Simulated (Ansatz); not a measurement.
This geometry of C₂H₆BrGeN (11 atoms, charge 0, multiplicity 1) is a first-order saddle point.

Level of theory: Ansatz 0.2.0, RKS revPBE-D4/def2-SVP.

```xyz
11
Properties=species:S:1:pos:R:3
C -1.022 0.626 -1.118
C 0.240 0.240 -0.347
N 0.461 -1.230 -0.127
Ge 0.325 -0.327 1.520
Br 2.332 0.079 2.641
H -0.797 1.370 -1.909
H -1.817 1.056 -0.477
H -1.436 -0.285 -1.597
H 1.138 0.835 -0.611
H 1.394 -1.545 -0.430
H -0.752 -0.875 2.475
```

**Question.** Which two structures does it join? (They come from a converged band through this point; their orientation in space is the band's.)

**Answer.** No bond is made or broken. The dihedral H7–C1–C2–Ge4 goes from -31 to 90°. The two ends are copies of one structure, up to a mirror image or an exchange of like atoms.

First end point:

```xyz
11
Properties=species:S:1:pos:R:3
C -1.016 0.397 -1.205
C 0.237 0.049 -0.430
N 0.221 -1.266 0.287
Ge 0.425 0.164 1.509
Br 2.590 0.492 2.317
H -1.019 1.464 -1.507
H -1.930 0.189 -0.615
H -1.070 -0.225 -2.126
H 1.179 0.324 -0.949
H 1.056 -1.836 0.090
H -0.608 0.190 2.650
```

Last end point:

```xyz
11
Properties=species:S:1:pos:R:3
C -1.022 0.711 -1.043
C 0.237 0.293 -0.314
N 0.518 -1.177 -0.280
Ge 0.290 -0.495 1.470
Br 2.261 -0.170 2.678
H -0.867 0.616 -2.142
H -1.284 1.766 -0.821
H -1.880 0.064 -0.776
H 1.104 0.965 -0.490
H 1.479 -1.405 -0.571
H -0.772 -1.226 2.312
```

**Question.** How far does it lie above each of them?

**Answer.** 0.118 eV above the first and 0.118 eV above the second. This is the barrier of this one path; another mechanism may lie lower.

Run time: 120 s on 2 threads of Arm Neoverse V1 (shared host), peak memory 0.2 GiB.
